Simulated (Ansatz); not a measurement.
Relaxation of AlCl3H4OSn (10 atoms, charge 0, multiplicity 1), to a largest force component of 0.03 eV/Å in at most 50 steps.

All numbers below come from Ansatz 0.2.0, RKS BHLYP-D4/def2-SVP.

```xyz
10
Properties=species:S:1:pos:R:3:forces:R:3
Sn -0.342 -0.136 -0.637 -0.52 -0.16 0.13
H -0.410 0.912 2.112 1.46 0.70 0.58
Cl 1.514 -0.938 0.480 0.00 -0.02 0.01
Cl -0.135 2.134 -1.015 0.01 -0.01 0.01
Cl -0.489 -1.209 -2.690 0.01 0.00 0.01
O -2.008 -0.515 0.284 0.40 0.02 -0.42
Al -3.511 -1.316 0.382 0.02 0.00 -0.02
H -3.543 -2.871 0.193 0.00 -0.01 0.00
H -4.772 -0.434 0.676 0.00 -0.01 0.02
H -1.036 0.636 1.911 -1.39 -0.54 -0.32
```

Problem. Where does it end, and by what steps?

Solution. The run converged. The force dipped under the threshold on the way, but the program's further checks kept it going. After 30 steps the energy has fallen by 0.127 eV; H10 moved furthest, 0.78 Å.

```json
{"step": "0", "energy less start (eV)": "0.0000", "largest force component (eV/Å)": "1.464", "accepted": "yes"}
{"step": "2", "energy less start (eV)": "-0.1058", "largest force component (eV/Å)": "0.056", "accepted": "yes"}
{"step": "4", "energy less start (eV)": "-0.1102", "largest force component (eV/Å)": "0.093", "accepted": "yes"}
{"step": "6", "energy less start (eV)": "-0.1157", "largest force component (eV/Å)": "0.096", "accepted": "yes"}
{"step": "8", "energy less start (eV)": "-0.1165", "largest force component (eV/Å)": "0.044", "accepted": "yes"}
{"step": "10", "energy less start (eV)": "-0.1192", "largest force component (eV/Å)": "0.214", "accepted": "yes"}
{"step": "12", "energy less start (eV)": "-0.1217", "largest force component (eV/Å)": "0.054", "accepted": "yes"}
{"step": "14", "energy less start (eV)": "-0.1231", "largest force component (eV/Å)": "0.043", "accepted": "yes"}
{"step": "16", "energy less start (eV)": "-0.1237", "largest force component (eV/Å)": "0.033", "accepted": "yes"}
{"step": "18", "energy less start (eV)": "-0.1242", "largest force component (eV/Å)": "0.022", "accepted": "yes"}
{"step": "20", "energy less start (eV)": "-0.1246", "largest force component (eV/Å)": "0.085", "accepted": "yes"}
{"step": "22", "energy less start (eV)": "-0.1251", "largest force component (eV/Å)": "0.160", "accepted": "no"}
{"step": "24", "energy less start (eV)": "-0.1256", "largest force component (eV/Å)": "0.085", "accepted": "yes"}
{"step": "26", "energy less start (eV)": "-0.1262", "largest force component (eV/Å)": "0.007", "accepted": "yes"}
{"step": "28", "energy less start (eV)": "-0.1265", "largest force component (eV/Å)": "0.043", "accepted": "yes"}
{"step": "30", "energy less start (eV)": "-0.1267", "largest force component (eV/Å)": "0.022", "accepted": "yes"}
```

```xyz
10
Properties=species:S:1:pos:R:3
Sn -0.421 -0.202 -0.900
H -0.424 0.771 2.431
Cl 1.149 -1.183 0.494
Cl -0.052 2.077 -1.014
Cl -0.226 -1.109 -3.021
O -2.176 -0.536 -0.223
Al -3.514 -1.387 0.391
H -3.450 -2.955 0.418
H -4.734 -0.542 0.896
H -0.884 1.329 2.225
```

Whether the end is a true minimum wasn't checked by a vibrational analysis.

Run time: 61 s on 4 threads of Intel(R) Xeon(R) 6975P-C (Granite Rapids) (shared host), peak memory 0.41 GiB.
